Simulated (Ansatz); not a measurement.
CH₆BGaOSeSi, relaxed with RKS PBE0-D4/def2-TZVP in Ansatz 0.2.0 from a GFN2-xTB geometry. The force threshold is 0.005 eV/Å; the program also tests the step.

Charge 0, multiplicity 1. The bonds changed during the relaxation, so this is another structure than the one it started from.

Start:

```xyz
12

B     0.213   -0.622   -1.736
Si   -0.672   -1.339   -0.165
C     0.659   -0.613    1.043
Se    1.852   -1.601    1.902
O     0.659    0.702    1.167
Ga   -0.198    2.140    0.615
H     0.155    0.547   -1.927
H     0.963   -1.230   -2.394
H    -1.913   -0.703    0.349
H    -0.744   -2.764    0.167
H     0.682    3.374    0.897
H    -1.655    2.109    0.082
```

Question: By how much does the energy fall, and how many steps does the optimiser take? (Estimate.)

Answer: Ansatz gave: 38.76 kcal/mol, in 40 steps, 6 of them rejected.

Question: Which bonds change most? (An estimate is asked.)

Answer: Ansatz gave: B1–H12 from 3.775 to 1.287 Å; B1–Ga6 from 3.650 to 2.135 Å; Ga6–H7 from 3.020 to 1.801 Å; Ga6–H12 from 1.552 to 1.802 Å.

Question: Give the relaxed structure. (Estimate.)

Answer: Computed: 
```xyz
12

B    -0.454    0.220   -1.267
Si   -0.397   -1.338    0.012
C     0.459   -0.584    1.548
Se    0.767   -1.547    3.005
O     0.815    0.695    1.477
Ga    0.494    1.677   -0.025
H     0.751    0.629   -1.468
H    -0.909    0.210   -2.370
H    -1.744   -1.828    0.401
H     0.417   -2.476   -0.485
H     0.900    3.156   -0.117
H    -1.099    1.185   -0.710
```
